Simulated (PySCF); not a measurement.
**Basis and Hamiltonian dependence of the excitation energy of Sb**

Sb [Kr] 4d10 5s2 5p3 (4S) → Sb [Kr] 4d10 5s2 5p2 6s1, s spin flipped. All values are computed (PySCF 2.14, energy differences of UHF-based or UKS calculations, no spin-orbit coupling). Values in eV.

```json
{"basis": "aug-cc-pVDZ-PP with ECP28MDF", "Hamiltonian": "ECP", "functions": "32", "UHF": "6.097", "PBE": "5.884", "PBE0": "6.034", "MP2 (valence)": "6.150"}
{"basis": "x2c-TZVPPall with one added diffuse shell each of s, p, d, f type", "Hamiltonian": "spin-free X2C", "functions": "76", "UHF": "6.302", "PBE": "5.994", "PBE0": "6.166", "MP2 (valence)": "6.389"}
{"basis": "aug-cc-pVQZ-PP with ECP28MDF", "Hamiltonian": "ECP", "functions": "92", "UHF": "5.832", "PBE": "5.733", "PBE0": "5.878", "MP2 (valence)": "6.037"}
{"basis": "aug-cc-pwCVTZ-DK3", "Hamiltonian": "spin-free X2C", "functions": "109", "UHF": "5.962", "PBE": "5.808", "PBE0": "5.957", "MP2 (valence)": "6.117"}
{"basis": "aug-cc-pVQZ-PP with one added diffuse shell each of s, p, d, f, g type with ECP28MDF", "Hamiltonian": "ECP", "functions": "117", "UHF": "5.728", "PBE": "5.701", "PBE0": "5.842", "MP2 (valence)": "5.973"}
{"basis": "aug-cc-pwCVTZ-DK3 with one added diffuse shell each of s, p, d, f type", "Hamiltonian": "spin-free X2C", "functions": "125", "UHF": "5.723", "PBE": "5.709", "PBE0": "5.846", "MP2 (valence)": "5.942"}
```

Task: Estimate the row for aug-cc-pwCVDZ-PP with ECP28MDF (ECP, 48 functions).

Result: From the rows with the same Hamiltonian and similar size; the calculation gives UHF 6.09; PBE 5.87; PBE0 6.02; MP2 (valence) 6.14 (eV).

Frozen in the all-electron rows: valence: [Kr] 4d10; with a core potential, the same shells as far as they lie outside it.

In the upper determinant the s electron has its spin opposite to the other open shell, which mixes two multiplicities.
